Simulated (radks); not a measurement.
All-electron atom: neutral nitrogen in [He] 2s2 2p3. All-electron calculation, Dirac Kohn-Sham, PBE, spin-unpolarised, spherical densities, finite nucleus; open shells fill j = l - 1/2 first; Fermi nuclear charge, rms radius 2.5582 fm. Program: a radial shooting solver on a logarithmic mesh with Libxc functionals.

Radial electron density D(r) = 4 pi r^2 rho(r):

r (bohr)  D(r) (e/bohr)
0.007148         0.1214
0.008871         0.1824
0.01092          0.2684
0.01356          0.3982
0.01669          0.5774
0.02071          0.8401
0.0255            1.190
0.03165           1.681
0.03897           2.300
0.04837           3.106
0.05955           4.028
0.07391           5.082
0.09099           6.082
0.1129            6.930
0.1402            7.364
0.1726            7.210
0.2142            6.397
0.2637            5.135
0.3273            3.711
0.4029            2.677
0.5001            2.275
0.6157            2.522
0.7642            3.073
0.9409            3.421
1.168             3.271
1.438             2.645
1.784             1.767
2.215            0.9756
2.727            0.4589
3.384            0.1727
4.166           0.05470
5.171           0.01266

D(r) has 2 maxima, at r = 0.148, 0.995 bohr, and minima at 0.504 bohr, inside which lie 2.17 electrons.
